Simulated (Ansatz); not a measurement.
CHOS, charge +1, singlet, at a GFN2-xTB geometry; Ansatz (a first-principles code) with CAM-B3LYP/def2-SVP.

Ansatz was given this input:
Ansatz 0.2 input:
```yaml
crystal:
  periodic: [false, false, false]
  atoms:
    - {symbol: O, position_ang: [-0.34180530, 0.10102109, -1.68704513]}
    - {symbol: C, position_ang: [-0.13121664, 0.04098022, -0.58326032]}
    - {symbol: S, position_ang: [0.27585043, -0.09473859, 0.97470948]}
    - {symbol: H, position_ang: [-0.89186473, 0.46176743, 1.40057134]}
basis:
  gaussian:
    orbitals: def2-SVP
hamiltonian:
  xc: cam_b3lyp
total_charge: 1
```

It wrote (shortened):

```
Functional definition: CAM-B3LYP
485 factors; integrals over basis functions are off by at most 1.3e-3 eV
132 factors; integrals over basis functions are off by at most 3.2e-5 eV
mean field evaluation 1: about -13910.6732 eV, gradient 6.5e1 eV
mean field evaluation 2: about -13888.3437 eV, gradient 1.2e2 eV
mean field evaluation 4: about -13919.3057 eV, gradient 6.7e0 eV
mean field evaluation 8: about -13919.4203 eV, gradient 6.7e-2 eV
mean field evaluation 16: about -13919.4203 eV, gradient 3.7e-5 eV
mean field -13919.42034009 eV, -511.5292625765 hartree, gradient 3.7e-5 eV, S^2 0.000000; 0 other end points of the search recorded, 0 dependent functions left out
reference -13919.42040773 eV, -511.5292650621 hartree; 15, 15 occupied and 36, 36 virtual orbitals, 485 factors
Total energy: -13919.42040773 eV, -511.5292650621 hartree
```
